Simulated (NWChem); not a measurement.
System: ZrO; SMILES [O]=[Zr]

All runs: NWChem. Coordinates come from a PBE0/def2-SVP optimisation. def2 effective core potentials on Zr; no spin-orbit coupling. Ions are spin-unrestricted doublets at the neutral geometry; other ion states weren't tried.

| level | basis functions | vertical ionisation energy, ΔSCF (eV) | −ε(HOMO) (eV) | ΔSCF minus −ε(HOMO) (eV) | relative time |
|---|---|---|---|---|---|
| Hartree-Fock/def2-SVP | 45 | 6.34 | 6.78 | -0.44 | 1 |
| Hartree-Fock/def2-SVPD | 57 | 6.37 | 6.82 | -0.45 | 1 |
| Hartree-Fock/def2-TZVP | 71 | 6.36 | 6.80 | -0.44 | 1 |
| Hartree-Fock/def2-TZVPD | 80 | 6.36 | 6.80 | -0.44 | 2 |
| Hartree-Fock/def2-TZVPP | 87 | 6.36 | 6.80 | -0.44 | 3 |
| Hartree-Fock/def2-QZVP | 129 | 6.35 | 6.80 | -0.45 | 10 |

Relative times are rough (shared machine, one core).
